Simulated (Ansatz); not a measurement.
Born–Oppenheimer molecular dynamics of AlCl₃H₂ (6 atoms, charge 0, multiplicity 1). It starts at the highest image of a converged band, a first-order saddle point between two minima.

Theory: Ansatz 0.2.0, RKS PBE0-D4/def2-SVP.

```json
{"ensemble": "NVE (velocity Verlet)", "time step": "0.5 fs", "steps asked": "200", "starting velocities drawn for": "300 K", "seed": "6444"}
```

First frame:

```xyz
6
Properties=species:S:1:pos:R:3
Al 0.021 -0.464 -0.122
Cl 0.015 0.069 2.238
Cl 1.829 0.195 -0.942
Cl -1.815 0.122 -0.935
H 0.053 -1.951 0.572
H 0.041 -1.237 1.684
```

Question: How far do the bonds stretch over the last three quarters of this one trajectory? (Pairs bonded in most of those frames.)

Answer: 
```
   bond  mean (Å)  spread (Å)  shortest  longest
Al1–Cl2     2.176       0.172      1.89     2.43
Al1–Cl3     2.083       0.054      1.99     2.14
Al1–Cl4     2.075       0.070      1.94     2.18
  H5–H6     0.794       0.072      0.75     1.11
```

Pairs bonded in part of these frames only: Al1–H5 15 %, Al1–H6 15 %, Cl2–H6 8 %, H5–H6 91 %.

Mean temperature of the second half: 1877 K. The conserved energy stayed within 0.051 meV per atom of its start (net change -0.005 meV per atom), so the integration is sound. The kinetic energy rose, since the run started high on the potential surface and went downhill. It ends in pieces (AlCl3 + H2), so much of that is their flight and rotation, not heat. A run of 0.1 ps of so small a system gives no equilibrium averages. The orbitals stay closed-shell, which can raise the energy where a bond breaks towards radicals; this wasn't checked here.

The run took 9.1 min on 1 thread of Arm Neoverse V2, on a shared host, peak memory 0.19 GiB.
